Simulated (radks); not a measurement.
Results of a calculation; reference values are marked as such.
Excited configurations of the fluorine ion F2+: one electron is placed in a higher orbital outside [He] 2s2 2p2. The ground configuration is [He] 2s2 2p3. Level of theory: non-relativistic Kohn-Sham, LDA (Slater exchange, Perdew-Wang correlation), spin-polarised, spherical densities, point nucleus; open shells are filled with parallel spins first (a radial shooting solver on a logarithmic mesh with Libxc functionals). Excitation = E - E(ground); binding = E(ion) - E, where the ion is the core of charge +3; n* = 3/sqrt(2 binding) in atomic units, and the quantum defect is n - n*.

outer orbital,excitation (eV),binding (eV),n*,eigenvalue (eV),<r> (bohr)
3p,43.381,19.764,2.489,-16.547,2.863
3d,48.254,14.890,2.868,-11.839,3.081
4s,51.516,11.629,3.245,-10.035,5.385
4p,52.893,10.252,3.456,-8.771,5.798
4d,54.548,8.597,3.774,-7.201,6.255
4f,55.365,7.780,3.967,-6.357,5.899
5f,58.044,5.100,4.900,-4.320,10.23
6d,59.322,3.823,5.659,-3.316,15.51
6f,59.556,3.589,5.841,-3.090,15.52
7s,59.878,3.267,6.122,-2.873,19.34
7d,60.340,2.805,6.607,-2.452,21.59

The Delta-SCF ionisation energy is 63.145 eV (NIST Atomic Spectra Database: 62.708 eV, semi-empirical). Self-interaction in the functional shifts the binding energies and quantum defects, so they are the method's values and not measured ones. Open shells are spherical and high-spin; term and fine-structure splittings are not resolved.
